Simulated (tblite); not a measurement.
Species: C6H11F3Ge.
Atom-mapped SMILES: `[CH3:1][Ge@@H:2]1[CH2:3][CH2:4][CH2:5][C@H:6]1[C:7]([F:8])([F:9])[F:10]` (hydrogens: H11, H12, H13 on C1; H14 on Ge2; H15, H16 on C3; H17, H18 on C4; H19, H20 on C5; H21 on C6)

Geometry (GFN2-xTB, Å), atoms numbered from 1 in this order:
```xyz
21
C6H11F3Ge angstrom
C      2.5300    0.3196   -0.9008
Ge     1.0969    0.0103    0.4272
C      0.2812   -1.8118    0.4752
C     -0.9884   -1.6625   -0.3637
C     -1.6639   -0.3349   -0.0204
C     -0.6398    0.7809   -0.2182
C     -0.9284    1.9997    0.5845
F     -2.0672    2.6389    0.2657
F      0.0634    2.9082    0.4482
F     -1.0022    1.7360    1.9026
H      2.2267   -0.0622   -1.8717
H      2.7332    1.3827   -0.9923
H      3.4456   -0.1821   -0.6042
H      1.4772    0.5660    1.7780
H      0.0241   -2.0825    1.4989
H      0.9237   -2.5941    0.0791
H     -1.6752   -2.4923   -0.1895
H     -0.7272   -1.6593   -1.4248
H     -2.5511   -0.1766   -0.6363
H     -1.9733   -0.3544    1.0271
H     -0.5941    1.0873   -1.2651
```

Computed with GFN2-xTB (tblite): harmonic, unscaled wavenumbers at the GFN2-xTB geometry, gas phase. Errors from tens to a few hundred cm⁻¹ against measured bands are possible. Modes of hydrogen on germanium can be 10 to 20 % off. One conformer, not necessarily the lowest.

Harmonic wavenumbers (cm⁻¹): 48.2, 59.2, 105.2, 120.5, 131.2, 143.9, 207.7, 266.1, 271.4, 287.9, 397.7, 451.6, 461.8, 516.1, 546.5, 570.2, 585.2, 619.9, 629.2, 657.3, 749.8, 789.2, 813.6, 850.8, 892.5, 931.1, 971.9, 1006.2, 1022.3, 1033.5, 1080.2, 1102.1, 1154.8, 1171.0, 1194.8, 1230.9, 1247.7, 1285.4, 1311.2, 1327.9, 1341.6, 1443.8, 1450.5, 1456.3, 1484.0, 1492.7, 1952.7, 2958.4, 2959.6, 2974.4, 2980.2, 2982.6, 2988.2, 3010.9, 3018.6, 3025.5, 3034.3.

A = 1441, B = 801.8, C = 620.7 MHz; mass 214.002 u (most abundant isotopes); point group C1, symmetry number 1.

Problem. Zero-point energy?

Solution. ½Σν̃ = 34399 cm⁻¹ = 411.50 kJ/mol.

Problem. Entropy at 200 K, 1 bar (ideal gas, RRHO, classical rotation)?

Solution. Translation 167.48, rotation 122.57, vibration 98.64: S = 388.7 J/(mol K).

Problem. And Cp and H(200 K) − H(0)?

Solution. Cp = 140.34 J/(mol K), of which vibrations give 107.08 (their classical limit is 57 R = 473.9); H(200 K) − H(0) = 17.46 kJ/mol without the zero-point energy, 10.81 from vibrations.

Problem. Which modes carry the vibrational entropy at 200 K?

Solution. 48.2 cm⁻¹: 17.16; 59.2 cm⁻¹: 15.47; 105.2 cm⁻¹: 10.83; 120.5 cm⁻¹: 9.76; 131.2 cm⁻¹: 9.10; 143.9 cm⁻¹: 8.39 J/(mol K); the other 51 give 27.93 together.

Problem. How do the functions run with temperature in this model?

Solution. 
```csv
T (K),S (J/(mol K)),Cp (J/(mol K)),H − H(0) (kJ/mol),G − H(0) (kJ/mol),ln q(vib)
150,352.2,114.6,11.09,-41.74,3.73
250,422.8,166.6,25.14,-80.57,6.98
298.15,454.3,191.7,33.77,-101.69,8.54
400,517.7,240.5,55.84,-151.22,11.81
600,629.7,312.2,111.61,-266.23,18.09
900,769.9,377.8,216.01,-476.94,26.84
```

q(vib) and H(0) count from the zero-point level.

Hindered rotation and anharmonicity are outside this model. Other conformers, if any are populated, would add a mixing term that is left out. The structure is chiral; the term R ln 2 for an equal mix with its mirror image is left out.

Time: 0.81 s wall. Hardware: one thread, Arm Neoverse V2 (aarch64), shared host with 96 logical CPUs at a one-minute load of 29. This covers the Hessian and the dipole derivatives.
